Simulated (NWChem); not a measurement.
Species: BHOF cation; SMILES [OH+]=BF

```xyz
4

O      0.0003    -1.1863     0.0000
B     -0.0002     0.0383     0.0000
F      0.0001     1.2788     0.0000
H     -0.0039    -2.1552     0.0000
```
Atoms are numbered in this order, from 1.

Level: PBE0/def2-SVP (NWChem), optimised geometry, unscaled harmonic frequencies. 

**Question.** List the harmonic frequencies with IR intensities, and the thermochemistry.

**Answer.** 
```
frequency (cm⁻¹)  IR intensity (km/mol)
----------------  ---------------------
238                               265.3
450                                46.8
452                                51.0
1085                               12.0
2199                              526.0
3848                              991.4
```

```yaml
zero_point_energy: 11.8 kcal/mol
thermal correction to the enthalpy at 298.15 K (with zero-point energy): 14.9 kcal/mol
heat capacity Cv: 10.8 cal/(mol K)
entropy at 298.15 K and 1 atm (symmetry number 1): 49.7 cal/(mol K)
```

Rigid rotor and harmonic oscillator.
